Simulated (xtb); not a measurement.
Harmonic IR lines of one isomer of C$_{4}$H$_{5}$BS$_{2}$, unscaled. All values below come from GFN2-xTB (xtb 6.7.1).

wavenumber (cm⁻¹): 198 (m), 266 (w), 704 (vw), 732 (w), 760 (w), 813 (vs), 840 (w), 898 (w), 1012 (m), 1121 (vw), 1221 (m), 1330 (m), 1415 (vs), 1501 (s), 2445 (m), 2621 (vs), 2677 (vs), 3171 (w)

**Question.** Name which structure gives these lines.
A) `Bc1cscc1S`
B) `Bc1ccc(S)s1`
C) `Bc1ccsc1S`
D) `Bc1sccc1S`

**Answer.** A, `Bc1cscc1S`
